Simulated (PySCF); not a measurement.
Isomers of C4H15NSi3, mass 161.051 u with the commonest isotopes. Method: PBE0/pcSseg-1 in PySCF (dipole) on a GFN2-xTB geometry, gas phase. One conformer each, none proved a minimum here; rigid rotors.

Problem. Order these by radius of gyration √(Σ m r²/M), smallest first.
A. `[CH3:1][C@@H:2]1[SiH2:3][CH2:4][C@@H:5]1[N:6]([SiH3:7])[SiH3:8]` with C4–C5–N6–Si7 163°, C1–C2–Si3–C4 -100°, C2–Si3–C4–C5 -16°, Si3–C4–C5–N6 147°, C1–C2–C5–C4 96°
B. `[CH2:1]=[CH:2][CH2:3][Si@@H:4]([NH2:5])[CH2:6][SiH2:7][SiH3:8]` with C1–C2–C3–Si4 -102°, C2–C3–Si4–N5 64°, C3–Si4–N5–H -41° and 180°, C3–Si4–C6–Si7 -56°, Si4–C6–Si7–Si8 -61°
C. `[CH3:1][SiH2:2][C@@H:3]1[CH2:4][C@@H:5]1[N:6]([SiH3:7])[SiH3:8]` with C1–Si2–C3–C4 -126°, C4–C5–N6–Si7 -165°

Solution. A (2.242 Å), C (2.349 Å), B (2.505 Å).

Problem. Order these by dipole moment, largest first.
A. `[CH2:1]=[CH:2][CH2:3][Si@@H:4]([NH2:5])[CH2:6][SiH2:7][SiH3:8]` with C1–C2–C3–Si4 -102°, C2–C3–Si4–N5 64°, C3–Si4–N5–H -41° and 180°, C3–Si4–C6–Si7 -56°, Si4–C6–Si7–Si8 -61°
B. `[CH3:1][C@@H:2]1[SiH2:3][CH2:4][C@@H:5]1[N:6]([SiH3:7])[SiH3:8]` with C4–C5–N6–Si7 163°, C1–C2–Si3–C4 -100°, C2–Si3–C4–C5 -16°, Si3–C4–C5–N6 147°, C1–C2–C5–C4 96°
C. `[CH3:1][SiH2:2][C@@H:3]1[CH2:4][C@@H:5]1[N:6]([SiH3:7])[SiH3:8]` with C1–Si2–C3–C4 -126°, C4–C5–N6–Si7 -165°

Solution. A (1.43 D), C (1.09 D), B (0.70 D).

Problem. Order these by rotational constant A, largest first.
A. `[CH2:1]=[CH:2][CH2:3][Si@@H:4]([NH2:5])[CH2:6][SiH2:7][SiH3:8]` with C1–C2–C3–Si4 -102°, C2–C3–Si4–N5 64°, C3–Si4–N5–H -41° and 180°, C3–Si4–C6–Si7 -56°, Si4–C6–Si7–Si8 -61°
B. `[CH3:1][SiH2:2][C@@H:3]1[CH2:4][C@@H:5]1[N:6]([SiH3:7])[SiH3:8]` with C1–Si2–C3–C4 -126°, C4–C5–N6–Si7 -165°
C. `[CH3:1][C@@H:2]1[SiH2:3][CH2:4][C@@H:5]1[N:6]([SiH3:7])[SiH3:8]` with C4–C5–N6–Si7 163°, C1–C2–Si3–C4 -100°, C2–Si3–C4–C5 -16°, Si3–C4–C5–N6 147°, C1–C2–C5–C4 96°

Solution. C (1764 MHz), A (1691 MHz), B (1633 MHz).

```json
{"SMILES": "C=CC[Si@@H](N)C[SiH2][SiH3]", "point group": "C1", "Ia (u·Å²)": "298.92", "Ib (u·Å²)": "814.42", "Ic (u·Å²)": "908.19", "κ": "-0.89", "μa (D)": "0.81", "μb (D)": "0.42", "μc (D)": "1.10"}
{"SMILES": "C[SiH2][C@@H]1C[C@@H]1N([SiH3])[SiH3]", "point group": "C1", "Ia (u·Å²)": "309.55", "Ib (u·Å²)": "693.43", "Ic (u·Å²)": "774.43", "κ": "-0.84", "μa (D)": "0.54", "μb (D)": "0.12", "μc (D)": "0.94"}
{"SMILES": "C[C@@H]1[SiH2]C[C@@H]1N([SiH3])[SiH3]", "point group": "C1", "Ia (u·Å²)": "286.53", "Ib (u·Å²)": "620.25", "Ic (u·Å²)": "711.97", "κ": "-0.80", "μa (D)": "0.68", "μb (D)": "0.17", "μc (D)": "0.05"}
```
